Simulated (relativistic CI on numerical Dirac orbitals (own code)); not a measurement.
Hyperfine structure of Tl⁷⁰⁺, mass number 203

Calculated at this level of theory: Dirac-Coulomb-Breit CI, separate exchange-only KLI orbitals for each configuration, a model potential for QED, unscaled Slater integrals (own radial code, finite nucleus).

CI space (outside the closed core [Ne]): 3s, 3p, 3d, 4s, 4p, 4d, 4f, 5s, 5p, 5d, 5f, 5g, 6s, 6p, 6d. Levels of other configurations are missing.

Nuclear spin I = 1/2, μ = 1.616 μN (tables of Stone and Pyykkö). The electronic factors are computed for point nuclear moments, without core polarisation or the Bohr-Weisskopf and QED corrections.

| Level | E (eV) | A (GHz) |
| --- | --- | --- |
| 3s ²S1/2 | 0.00 | 31230 |
| 3p ²P°1/2 | 184.80 | 10380 |
| 3p ²P°3/2 | 760.63 | 996.8 |
| 3d ²D3/2 | 969.45 | 541.6 |
| 3d ²D5/2 | 1098.12 | 211.7 |
| 4s ²S1/2 | 4059.31 | 12790 |
| 4p ²P°1/2 | 4135.41 | 4318 |
| 4p ²P°3/2 | 4371.31 | 421.6 |

Levels with J = 0, under 50 % of one LS term, or S terms without an open s electron are left out. Small factors come from cancelling terms and can be off by tens of per cent or more.

At this charge energies of transitions that change n are usually good to better than 1 %, and those within a shell (Δn = 0) to a few per cent.

Problem. Give the hyperfine levels of 3s ²S1/2 relative to its centre of gravity.

Solution. With K = F(F + 1) − I(I + 1) − J(J + 1), E = AK/2: F = 0: -23420, F = 1: 7808 GHz.
